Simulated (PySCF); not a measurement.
SMILES C[S][Cd][GeH3] (CH6CdGeS) (PBE0/def2-SVP optimised geometry):

```
10

Cd     0.422    -0.746     0.000
S     -1.948    -0.794    -0.036
C     -2.425     0.705     0.896
H     -2.073     0.683     1.937
H     -3.524     0.725     0.911
H     -2.078     1.629     0.411
Ge     2.959    -0.746     0.000
H      3.534    -1.280     1.329
H      3.524    -1.629    -1.133
H      3.524     0.676    -0.204
```

Level of theory: PBE0/def2-TZVP, def2 effective core potentials past Kr (PySCF 2.14.0).

What are the frontier orbital energies and the dipole moment?

HOMO-2 -8.52 eV, HOMO-1 -7.05 eV, HOMO -6.45 eV, LUMO -1.18 eV, LUMO+1 -0.83 eV; dipole moment 1.48 D.

On the same geometry PySCF with PBE/def2-TZVP, def2 effective core potentials past Kr gives HOMO-2 -7.47 eV, HOMO-1 -6.05 eV, HOMO -5.31 eV, LUMO -1.86 eV, LUMO+1 -1.61 eV; dipole moment 1.40 D.
